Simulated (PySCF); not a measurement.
# Computed records: Ge$_{2}$H$_{4}$O$_{2}$, AlBGeH$_{3}$O, CH$_{5}$AlGeO

All values are calculated (PySCF 2.14.0). Calculation on a computer-drawn molecule: the log of a Hartree-Fock and frozen-core CCSD(T) single point meant for a local Hartree-Fock minimum, with one planted fault or none, to be diagnosed. Offsets are logged minus clean, where the clean run is the same molecule without the fault. The reference is restricted for singlets and unrestricted otherwise, and also for a bond in bohr or an excited solution. Adding or removing an electron swaps singlet and doublet. The excited solution moves the top pair (singlet) or top alpha electron (doublet) to the lowest empty orbital. Highest occupied and lowest empty are orbital energies over both spins, largest force is the largest gradient component, triples share is (T) over the correlation energy, the T1 limit is 0.02 restricted and 0.045 unrestricted, electrons count all cores, a negative frequency is imaginary (commonest isotopes), and the dipole is about the centre of nuclear charge; on germanium a core potential holds 10 electrons, which the energies leave out, and 3d is frozen in MP2 and coupled-cluster steps.

Common to all runs: meant multiplicity 1; meant basis and core potential on germanium cc-pVDZ-PP ECP10MDF; logged SCF converged yes; possible faults no fault, one electron removed, one electron added, multiplicity raised by two, geometry at a saddle point, SCF held on an excited solution, minimal basis STO-3G, one bond length entered in bohr, all coordinates scaled.

```yaml
- entry: 1
  formula: Ge2H4O2
  logged_structure:
    atoms_angstrom:
      - [O, -2.4371, -2.2417, -0.5887]
      - [Ge, -1.0927, -1.2509, -1.1892]
      - [O, -0.441, -0.7894, 0.4077]
      - [Ge, 0.8597, 0.156, 1.1531]
      - [H, -2.4959, -2.2943, 0.3579]
      - [H, 1.705, -0.7943, 2.0005]
      - [H, 1.716, 0.7939, 0.0529]
      - [H, 0.2168, 1.2377, 2.0203]
  given:
    meant_charge: 0
    meant_basis: cc-pVDZ
    logged_electrons: 83
    logged_basis_functions: 94
    logged_spin_squared: 0.8159
    "logged_highest_occupied [eV]": -16.97
    "logged_lowest_empty [eV]": -7.3778
    "logged_largest_force [hartree/bohr]": 0.059976
    logged_T1_diagnostic: 0.037873
    logged_D1_diagnostic: 0.19929
    logged_triples_share: 0.029062
    logged_CC_converged: "yes"
    "logged_dipole_magnitude [debye]": 1.5366
    logged_SCF_stable_within_its_kind: "yes"
    "logged_energy_HF [hartree]": -738.54836
    "logged_energy_CCSD(T) [hartree]": -739.13107
    drawn_bonds_atom: [1, 2, 3, 1, 4, 4, 4]
    drawn_bonds_other_atom: [2, 3, 4, 5, 6, 7, 8]
    drawn_bonds_order: [1, 1, 1, 1, 1, 1, 1]
  results:
    planted_fault: "one electron removed"
    "HF_energy_offset_from_clean_run [kcal/mol]": 206.2
    "CCSD(T)_energy_offset_from_clean_run [kcal/mol]": 217.1
- entry: 2
  formula: AlBGeH3O
  logged_structure:
    atoms_angstrom:
      - [O, 1.1227, 0.8563, 3.3309]
      - [Al, 1.2429, 0.6259, 1.7873]
      - [B, 0.9544, 0.4642, -0.3484]
      - [Ge, -0.8085, 0.9612, -1.2999]
      - [H, 1.808, 0.0758, -1.0874]
      - [H, -1.9274, -0.0408, -1.5086]
      - [H, -1.0878, 2.3622, -1.8087]
  given:
    meant_charge: 1
    meant_basis: "cc-pV(D+d)Z"
    logged_electrons: 60
    logged_basis_functions: 89
    logged_spin_squared: 0.0
    "logged_highest_occupied [eV]": -8.4281
    "logged_lowest_empty [eV]": -11.359
    "logged_largest_force [hartree/bohr]": 0.28644
    logged_CC_converged: "no"
    "logged_dipole_magnitude [debye]": 8.9456
    logged_SCF_stable_within_its_kind: "no"
    "logged_energy_HF [hartree]": -635.73815
    drawn_bonds_atom: [1, 2, 3, 3, 4, 4]
    drawn_bonds_other_atom: [2, 3, 4, 5, 6, 7]
    drawn_bonds_order: [2, 1, 1, 1, 1, 1]
  results:
    planted_fault: "SCF held on an excited solution"
    "HF_energy_offset_from_clean_run [kcal/mol]": 308.2
  notes: ["CCSD not converged"]
- entry: 3
  formula: CH5AlGeO
  logged_structure:
    atoms_angstrom:
      - [O, 2.4242, -0.8184, 2.5722]
      - [Al, 1.7656, -0.6561, 0.9906]
      - [C, 0.9605, -0.4637, -0.9535]
      - [Ge, -0.2962, 1.2494, -1.3549]
      - [H, 0.3259, -1.4521, -1.1872]
      - [H, 1.8732, -0.4433, -1.7286]
      - [H, -0.823, 1.1907, -2.9407]
      - [H, -1.6133, 1.2276, -0.3224]
      - [H, 0.5807, 2.6529, -1.1047]
  given:
    meant_charge: 0
    meant_basis: "cc-pV(D+d)Z"
    logged_electrons: 64
    logged_basis_functions: 99
    logged_spin_squared: 0.0
    "logged_highest_occupied [eV]": -10.166
    "logged_lowest_empty [eV]": 1.0064
    "logged_largest_force [hartree/bohr]": 0.091862
    logged_T1_diagnostic: 0.029637
    logged_D1_diagnostic: 0.084069
    logged_triples_share: 0.0414
    logged_CC_converged: "yes"
    "logged_dipole_magnitude [debye]": 6.6845
    logged_SCF_stable_within_its_kind: "yes"
    "logged_energy_HF [hartree]": -650.85273
    "logged_energy_CCSD(T) [hartree]": -651.43135
    drawn_bonds_atom: [1, 2, 3, 3, 3, 4, 4, 4]
    drawn_bonds_other_atom: [2, 3, 4, 5, 6, 7, 8, 9]
    drawn_bonds_order: [2, 1, 1, 1, 1, 1, 1, 1]
  results:
    planted_fault: "all coordinates scaled, by +9.3 %"
    "HF_energy_offset_from_clean_run [kcal/mol]": 38.65
    "CCSD(T)_energy_offset_from_clean_run [kcal/mol]": 23.64
  notes: ["T1 above single-reference limit"]
```
